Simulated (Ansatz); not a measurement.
CH$_{7}$ClSi$_{2}$ (`[SiH3][SiH2]CCl`) at its PBE0-D4/def2-TZVP geometry, where that method's forces vanish. Total charge 0; spin multiplicity 1.

```xyz
11

Si   -0.8799    1.4331    0.8476
Si    0.7944    0.1805   -0.2117
C     0.1367   -1.5406   -0.6267
Cl    1.3978   -2.5128   -1.4351
H    -0.3747    2.7902    1.1871
H    -2.0632    1.5732   -0.0445
H    -1.3151    0.7582    2.1009
H     1.2163    0.8493   -1.4703
H     1.9732    0.0406    0.6828
H    -0.1664   -2.0808    0.2708
H    -0.7191   -1.4909   -1.3008
```

What forces (eV/Å) does ωB97M-V/def2-TZVPP give on these atoms in Ansatz? (Best estimate.)

Ansatz gave: 
```
Si1 -0.064  0.050  0.042
Si2  0.095  0.070 -0.007
C3  -0.175  0.067  0.087
Cl4  0.112 -0.070 -0.066
H5  -0.055 -0.156 -0.040
H6   0.133 -0.018  0.098
H7   0.050  0.073 -0.140
H8  -0.045 -0.077  0.133
H9  -0.126  0.010 -0.097
H10  0.012  0.053 -0.079
H11  0.064 -0.003  0.070
```
